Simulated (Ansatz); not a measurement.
**Molecular dynamics of AlClH3NO**

input.yaml

```yaml
crystal:
  periodic: [false, false, false]
  atoms:
    - { symbol: Al, position_ang: [0.054172, -0.17038, 0.128946] }
    - { symbol: "N", position_ang: [-0.045286, 0.038326, 1.881742] }
    - { symbol: H, position_ang: [-0.912701, 0.156587, 2.40706] }
    - { symbol: H, position_ang: [0.762363, 0.053911, 2.506981] }
    - { symbol: O, position_ang: [1.597338, -0.359674, -0.59011] }
    - { symbol: H, position_ang: [1.719555, -0.48544, -1.54336] }
    - { symbol: Cl, position_ang: [-1.723739, -0.185229, -1.021159] }
basis:
  gaussian: { orbitals: def2-SVP }
hamiltonian:
  xc: pbe
md:
  timestep: 0.25
  n_steps: 300
  ensemble: nvt_langevin
  temperature: 100.0
  initial_velocities: maxwell_boltzmann
  seed: 519549
  friction: 0.005
  temperature_schedule:
    - { n_steps: 75, end_temperature: 100.0 }
    - { n_steps: 225, end_temperature: 25.0 }
```

Launched with:

```bash
$ ansatz run input.yaml --threads 1 --pin off --max-ram 2048MiB --backend cpu --events-out ev --progress --plain --runs-dir out
```

It starts from a relaxed structure.

Output, in part (step lines, the closing report, with atoms numbered from 0):

```
md step     0: t =     0.00 fs  T =    85.7 K (target 100.0 K)  F+E_penalty+E_count = -22688.19816169 eV  E_kin = 0.077556 eV  (25 SCF iters)
md step     1: t =     0.25 fs  T =    84.1 K (target 100.0 K)  F+E_penalty+E_count = -22688.19783301 eV  E_kin = 0.076102 eV  (22 SCF iters)
md step     2: t =     0.50 fs  T =    81.6 K (target 100.0 K)  F+E_penalty+E_count = -22688.19691602 eV  E_kin = 0.073830 eV  (22 SCF iters)
md step     3: t =     0.75 fs  T =    80.5 K (target 100.0 K)  F+E_penalty+E_count = -22688.19548954 eV  E_kin = 0.072826 eV  (22 SCF iters)
md step     4: t =     1.00 fs  T =    80.0 K (target 100.0 K)  F+E_penalty+E_count = -22688.19370216 eV  E_kin = 0.072343 eV  (22 SCF iters)
md step     5: t =     1.25 fs  T =    76.8 K (target 100.0 K)  F+E_penalty+E_count = -22688.19183267 eV  E_kin = 0.069527 eV  (22 SCF iters)
md step     6: t =     1.50 fs  T =    77.4 K (target 100.0 K)  F+E_penalty+E_count = -22688.19015168 eV  E_kin = 0.069997 eV  (22 SCF iters)
md step     7: t =     1.75 fs  T =    72.3 K (target 100.0 K)  F+E_penalty+E_count = -22688.18885123 eV  E_kin = 0.065454 eV  (22 SCF iters)
[... lines left out ...]
md step   297: t =    74.25 fs  T =    65.6 K (target 26.2 K)  F+E_penalty+E_count = -22688.14242446 eV  E_kin = 0.059354 eV  (22 SCF iters)
md step   298: t =    74.50 fs  T =    68.6 K (target 25.8 K)  F+E_penalty+E_count = -22688.14415687 eV  E_kin = 0.062089 eV  (22 SCF iters)
md step   299: t =    74.75 fs  T =    71.8 K (target 25.5 K)  F+E_penalty+E_count = -22688.14675719 eV  E_kin = 0.064958 eV  (22 SCF iters)
md step   300: t =    75.00 fs  T =    74.8 K (target 25.2 K)  F+E_penalty+E_count = -22688.14985866 eV  E_kin = 0.067652 eV  (26 SCF iters)
Total energy: -22688.14989397 eV, -833.7741300232 hartree
Atom 0 at     0.063143    -0.113998     0.083826 Å, force    -0.351152     0.027746     0.425339 eV/Å
Atom 1 at     0.026701     0.103673     1.866829 Å, force    -0.018132    -0.216346    -1.158384 eV/Å
Atom 2 at    -0.748187     0.484606     2.388660 Å, force    -0.545243     0.116528     0.235383 eV/Å
Atom 3 at     0.883541     0.285996     2.364232 Å, force     0.648910     0.066530     0.376587 eV/Å
Atom 4 at     1.587919    -0.272206    -0.693364 Å, force    -0.140310    -0.134028    -0.561897 eV/Å
Atom 5 at     1.593727    -0.476570    -1.654163 Å, force     0.079477     0.109626     0.523110 eV/Å
Atom 6 at    -1.780471    -0.256331    -0.995379 Å, force     0.326451     0.029944     0.159863 eV/Å
Dipole moment:     0.150673     0.117865     0.117415 e Å
```

The steps, from the saved trajectory:

```json
{"time (fs)": "0", "T (K)": "86", "potential energy less start (eV)": "0.000"}
{"time (fs)": "2.5", "T (K)": "72", "potential energy less start (eV)": "0.010"}
{"time (fs)": "5", "T (K)": "65", "potential energy less start (eV)": "0.007"}
{"time (fs)": "7.5", "T (K)": "48", "potential energy less start (eV)": "0.022"}
{"time (fs)": "10", "T (K)": "40", "potential energy less start (eV)": "0.023"}
{"time (fs)": "12.5", "T (K)": "26", "potential energy less start (eV)": "0.034"}
{"time (fs)": "15", "T (K)": "25", "potential energy less start (eV)": "0.035"}
{"time (fs)": "17.5", "T (K)": "23", "potential energy less start (eV)": "0.038"}
{"time (fs)": "20", "T (K)": "29", "potential energy less start (eV)": "0.037"}
{"time (fs)": "22.5", "T (K)": "34", "potential energy less start (eV)": "0.034"}
{"time (fs)": "25", "T (K)": "40", "potential energy less start (eV)": "0.028"}
{"time (fs)": "27.5", "T (K)": "39", "potential energy less start (eV)": "0.025"}
{"time (fs)": "30", "T (K)": "41", "potential energy less start (eV)": "0.025"}
{"time (fs)": "32.5", "T (K)": "52", "potential energy less start (eV)": "0.026"}
{"time (fs)": "35", "T (K)": "43", "potential energy less start (eV)": "0.033"}
{"time (fs)": "37.5", "T (K)": "53", "potential energy less start (eV)": "0.027"}
{"time (fs)": "40", "T (K)": "35", "potential energy less start (eV)": "0.044"}
{"time (fs)": "42.5", "T (K)": "51", "potential energy less start (eV)": "0.033"}
{"time (fs)": "45", "T (K)": "43", "potential energy less start (eV)": "0.049"}
{"time (fs)": "47.5", "T (K)": "65", "potential energy less start (eV)": "0.032"}
{"time (fs)": "50", "T (K)": "49", "potential energy less start (eV)": "0.052"}
{"time (fs)": "52.5", "T (K)": "77", "potential energy less start (eV)": "0.030"}
{"time (fs)": "55", "T (K)": "60", "potential energy less start (eV)": "0.049"}
{"time (fs)": "57.5", "T (K)": "82", "potential energy less start (eV)": "0.033"}
{"time (fs)": "60", "T (K)": "64", "potential energy less start (eV)": "0.051"}
{"time (fs)": "62.5", "T (K)": "80", "potential energy less start (eV)": "0.033"}
{"time (fs)": "65", "T (K)": "69", "potential energy less start (eV)": "0.045"}
{"time (fs)": "67.5", "T (K)": "85", "potential energy less start (eV)": "0.038"}
{"time (fs)": "70", "T (K)": "74", "potential energy less start (eV)": "0.048"}
{"time (fs)": "72.5", "T (K)": "87", "potential energy less start (eV)": "0.039"}
{"time (fs)": "75", "T (K)": "75", "potential energy less start (eV)": "0.048"}
```

The run went to its last step. The schedule's set-point averaged 50 K over the second half and the system 65 K, so it lags behind the ramp. A run of 0.075 ps of so small a system gives no equilibrium averages.

The same pairs are bonded in the first frame and the last. Pairs count as bonded within 1.25 times the sum of covalent radii (0.12 Å more for H–H).

Last frame:

```xyz
7
Properties=species:S:1:pos:R:3
Al 0.063 -0.114 0.084
N 0.027 0.104 1.867
H -0.748 0.485 2.389
H 0.883 0.286 2.364
O 1.588 -0.272 -0.693
H 1.594 -0.477 -1.654
Cl -1.780 -0.256 -0.995
```

Run time: 10 min on 1 thread of Arm Neoverse V1, with other jobs on the host, peak memory 0.13 GiB.
